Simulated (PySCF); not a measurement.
**Correlation energy of Te(24+) (tellurium, charge +24)**

Starting occupation: [Ar] 3d10. Computed with PySCF 2.14 in an uncontracted even-tempered set (19 s from 1.1 bohr⁻², ratio 2.6; 15 p from 1.4 bohr⁻², ratio 2.6; 10 d from 1.4 bohr⁻², ratio 2.6; 6 f from 1.4 bohr⁻², ratio 2.8), with X2C-1e with screened-nucleus spin-orbit coupling, Gaussian nucleus. Frozen: [Ar]; 10 electrons correlated; the 100 highest virtual spinors left out.

MP2 pair energies summed by pair of shells (mhartree):

```tsv
pair	energy	share (%)
3d3/2-3d5/2	-187.04	49.8
3d5/2-3d5/2	-131.96	35.1
3d3/2-3d3/2	-56.84	15.1
```

Total MP2 correlation energy: -375.85 mhartree.

The virtual space was cut to 70 spinors, which keep -370.32 of the -375.85 mhartree of MP2 correlation.

| level | correlation energy (mhartree) |
| --- | --- |
| CCSD | -364.47 |
| (T) | -0.42 |
| CCSD(T) | -364.89 |

Diagnostics: T1 = 0.00011, largest double amplitude 0.008.

Cost of the coupled-cluster step: 64 s of wall time on 1 thread of Neoverse-V2 (shared host), for 10 occupied and 70 virtual spinors.

At this charge the one-electron X2C treatment keeps the bare 1/r₁₂, with no two-electron picture change or Breit term. The effect here is smaller than on the frozen 1s shell.
